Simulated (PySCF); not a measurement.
Species: C6H13NO2.
Numbering: `[CH3:1][O:2][CH2:3][CH2:4][C:5](=[O:6])[N:7]([CH3:8])[CH3:9]` (hydrogens: H10, H11, H12 on C1; H13, H14 on C3; H15, H16 on C4; H17, H18, H19 on C8; H20, H21, H22 on C9)

Structure used (PBE0-D3(BJ)/def2-SVP), in Å, numbered top down from 1:
```
atom  x, y, z in Å
C1     4.1365    0.0624    0.0073
O2     2.8459   -0.3702    0.2962
C3     1.8564    0.4944   -0.1813
C4     0.5119   -0.0866    0.1936
C5    -0.6270    0.7903   -0.2893
O6    -0.4012    1.8105   -0.9183
N7    -1.9023    0.3924    0.0077
C8    -2.2530   -0.7953    0.7382
C9    -3.0041    1.2110   -0.4319
H10    4.8430   -0.6760    0.4126
H11    4.3580    1.0480    0.4647
H12    4.3109    0.1531   -1.0839
H13    1.9232    0.6185   -1.2801
H14    1.9647    1.5095    0.2494
H15    0.4704   -0.2138    1.2881
H16    0.4287   -1.0997   -0.2346
H17   -1.3655   -1.3720    1.0174
H18   -2.8008   -0.5435    1.6642
H19   -2.9060   -1.4494    0.1334
H20   -3.6763    0.6415   -1.0969
H21   -2.5980    2.0713   -0.9765
H22   -3.5956    1.5699    0.4284
```

Theory: PySCF 2.14.0, PBE0-D3(BJ)/def2-SVP geometry optimisation, gas phase.

Masses are those of the commonest isotopes; rigid-rotor values at the optimised geometry. The values belong to one conformer with, in the numbering `[CH3:1][O:2][CH2:3][CH2:4][C:5](=[O:6])[N:7]([CH3:8])[CH3:9]`, C1–O2–C3–C4 180°, O2–C3–C4–C5 180°, C3–C4–C5–O6 1°, C4–C5–N7–C8 0°.

Task: What are A, B and C (cm⁻¹)?

Result: Ia = 119.63, Ib = 738.76, Ic = 842.43 u·Å²; 505379 MHz·u·Å²/I gives 4225, 684.1 and 599.9 MHz, that is A = 0.14092, B = 0.02282, C = 0.02001 cm⁻¹.

Task: Classify the top.

Result: A near-prolate asymmetric top: κ = (2 × 684.1 − 4225 − 599.9)/(4225 − 599.9) = -0.95.

Task: Is it planar, by Δ = Ic − Ia − Ib?

Result: Not planar: Δ = Ic − Ia − Ib = -15.96 u·Å². For a rigid frame Δ = −2 Σ m c², so Σ m c² = 7.98 u·Å² lies off the ab plane: 7.97 from hydrogen and 0.01 from heavier atoms. The atom farthest from that plane is 0.92 Å away.

Task: Which types of transition are allowed, and where do some lines up to J = 3 fall?

Result: The dipole components are |μa| = 1.14 D, |μb| = 2.25 D, |μc| = 0.03 D. The squared components, which scale the intensities, stand as 0.26 : 1.00 : 0.00 (a : b : c). Some lines, for components of 0.1 D or more:

```json
{"type": "a", "branch": "R", "J(Ka,Kc)": "1(0,1) ← 0(0,0)", "MHz": "1284", "lower level (cm⁻¹)": "0.000"}
{"type": "a", "branch": "R", "J(Ka,Kc)": "2(1,2) ← 1(1,1)", "MHz": "2484", "lower level (cm⁻¹)": "0.161"}
{"type": "a", "branch": "R", "J(Ka,Kc)": "2(0,2) ← 1(0,1)", "MHz": "2567", "lower level (cm⁻¹)": "0.043"}
{"type": "a", "branch": "R", "J(Ka,Kc)": "2(1,1) ← 1(1,0)", "MHz": "2652", "lower level (cm⁻¹)": "0.164"}
{"type": "b", "branch": "Q", "J(Ka,Kc)": "2(1,1) ← 2(0,2)", "MHz": "3710", "lower level (cm⁻¹)": "0.128"}
{"type": "a", "branch": "R", "J(Ka,Kc)": "3(1,3) ← 2(1,2)", "MHz": "3725", "lower level (cm⁻¹)": "0.244"}
{"type": "b", "branch": "Q", "J(Ka,Kc)": "3(1,2) ← 3(0,3)", "MHz": "3842", "lower level (cm⁻¹)": "0.257"}
{"type": "a", "branch": "R", "J(Ka,Kc)": "3(0,3) ← 2(0,2)", "MHz": "3846", "lower level (cm⁻¹)": "0.128"}
{"type": "a", "branch": "R", "J(Ka,Kc)": "3(2,1) ← 2(2,0)", "MHz": "3858", "lower level (cm⁻¹)": "0.607"}
{"type": "a", "branch": "R", "J(Ka,Kc)": "3(1,2) ← 2(1,1)", "MHz": "3977", "lower level (cm⁻¹)": "0.252"}
{"type": "b", "branch": "R", "J(Ka,Kc)": "2(1,2) ← 1(0,1)", "MHz": "6024", "lower level (cm⁻¹)": "0.043"}
{"type": "b", "branch": "R", "J(Ka,Kc)": "3(1,3) ← 2(0,2)", "MHz": "7183", "lower level (cm⁻¹)": "0.128"}
{"type": "b", "branch": "Q", "J(Ka,Kc)": "3(2,1) ← 3(1,2)", "MHz": "10503", "lower level (cm⁻¹)": "0.385"}
{"type": "b", "branch": "Q", "J(Ka,Kc)": "2(2,0) ← 2(1,1)", "MHz": "10623", "lower level (cm⁻¹)": "0.252"}
{"type": "b", "branch": "R", "J(Ka,Kc)": "2(2,0) ← 1(1,1)", "MHz": "13359", "lower level (cm⁻¹)": "0.161"}
{"type": "b", "branch": "R", "J(Ka,Kc)": "3(2,1) ← 2(1,2)", "MHz": "14733", "lower level (cm⁻¹)": "0.244"}
{"type": "b", "branch": "Q", "J(Ka,Kc)": "3(3,0) ← 3(2,1)", "MHz": "17906", "lower level (cm⁻¹)": "0.735"}
{"type": "b", "branch": "Q", "J(Ka,Kc)": "3(3,1) ← 3(2,2)", "MHz": "17914", "lower level (cm⁻¹)": "0.735"}
{"type": "b", "branch": "R", "J(Ka,Kc)": "3(3,1) ← 2(2,0)", "MHz": "21764", "lower level (cm⁻¹)": "0.607"}
{"type": "b", "branch": "R", "J(Ka,Kc)": "3(3,0) ← 2(2,1)", "MHz": "21766", "lower level (cm⁻¹)": "0.606"}
```

No PBE0-D3(BJ)/def2-SVP frequencies stand behind this structure, so it isn't proved a minimum. Zero-point vibration and centrifugal distortion are left out. A rigid rotor knows nothing of internal rotation, which can split or shift real lines. Quadrupole hyperfine structure (14N) is left out.
